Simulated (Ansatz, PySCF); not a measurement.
Reaction (SMILES): C[Si](F)(F)Cl [chloro-difluoro-methylsilane] → C[Si](F)Cl + F atom (the F-Si bond at the site shown breaks; other sites are not compared here)
Geometries: B3LYP-D3(BJ)/def2-TZVP minima from Ansatz (an electronic-structure program). Frequencies are from Ansatz.

Property: bond dissociation energy (enthalpy at 298 K, with B3LYP-D3(BJ) rigid-rotor harmonic-oscillator terms), in kcal/mol. Valence correlation only, unless marked. Open shells are spin-unrestricted. Spin-orbit coupling is left out. Non-relativistic. CBS marks a two-point X^-3 extrapolation of the correlation energy; Hartree-Fock from the larger set. [CCSD(T)-MP2]/basis is that difference in the basis named.

RI-MP2/CBS(aug-cc-pV(T+d)Z,aug-cc-pV(Q+d)Z)+[CCSD(T)-MP2]/aug-cc-pV(T+d)Z (Ansatz) gives 163.9 kcal/mol.

Another calculation gave 152.2 kcal/mol. Which level was it?
A) PBE/def2-TZVPD (Ansatz)
B) HF/def2-TZVPD (PySCF)
C) TPSSh/def2-TZVPD (PySCF)
D) B2GP-PLYP/def2-TZVPD (Ansatz)

C, TPSSh/def2-TZVPD (PySCF). The others give 158.9 (B2GP-PLYP), 156.3 (PBE), 122.8 (HF) kcal/mol.
